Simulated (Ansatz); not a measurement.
Geometry optimisation, Ansatz 0.2.0, RKS BLYP/def2-SVP.

Input:

```yaml
crystal:
  periodic: [false, false, false]
  atoms:
    - { symbol: Al, position_ang: [-0.4738, 2.00408, 0.08346] }
    - { symbol: S, position_ang: [1.04701, 0.51208, -0.35973] }
    - { symbol: Si, position_ang: [0.34791, -1.52434, -0.06071] }
    - { symbol: Cl, position_ang: [1.88195, -2.70949, -0.49964] }
    - { symbol: H, position_ang: [-1.40826, 2.53336, -1.01728] }
    - { symbol: H, position_ang: [-0.59285, 2.62043, 1.48741] }
    - { symbol: H, position_ang: [2.17185, 0.22945, -1.10756] }
    - { symbol: H, position_ang: [-0.03738, -1.67436, 1.33487] }
basis:
  gaussian: { orbitals: def2-SVP }
hamiltonian:
  xc: blyp
relax:
  f_tol: 0.02
  max_steps: 50
output:
  orbitals: {}
```

Launched with:

```bash
$ ansatz run input.yaml --threads 2 --pin off --max-ram 3072MiB --backend cpu --events-out ev --progress --plain --runs-dir out
```

Question: Where does it end, and by what steps?

Answer: It converged. After 33 steps the energy has fallen by 3.348 eV; Cl4 moved furthest, 1.93 Å. Joined: Al1–H8.

```csv
step,energy less start (eV),largest force component (eV/Å),accepted
0,0.0000,3.596,yes
2,-1.9443,1.356,yes
4,-2.3348,0.484,yes
6,-2.4578,0.122,yes
8,-2.4663,0.052,yes
10,-2.4680,0.026,yes
12,-2.4690,0.068,yes
14,-2.4760,0.091,yes
16,-2.4808,0.043,yes
18,-2.4903,0.163,yes
20,-2.4981,0.244,yes
22,-2.5458,0.190,yes
24,-2.7092,0.261,yes
26,-3.1303,0.613,yes
28,-3.3202,0.249,yes
30,-3.3378,0.217,no
32,-3.3473,0.052,yes
33,-3.3479,0.019,yes
```

```xyz
8
Properties=species:S:1:pos:R:3
Al -0.236 1.180 0.397
S 1.728 0.616 -0.830
Si 0.498 -1.512 -0.526
Cl 1.519 -2.057 1.282
H -1.262 1.946 -0.546
H 0.121 1.473 1.912
H 1.230 0.881 -2.075
H -0.663 -0.536 0.246
```

Run time: 65 s on 2 threads of Arm Neoverse V1, with other jobs on the host, peak memory 0.17 GiB.
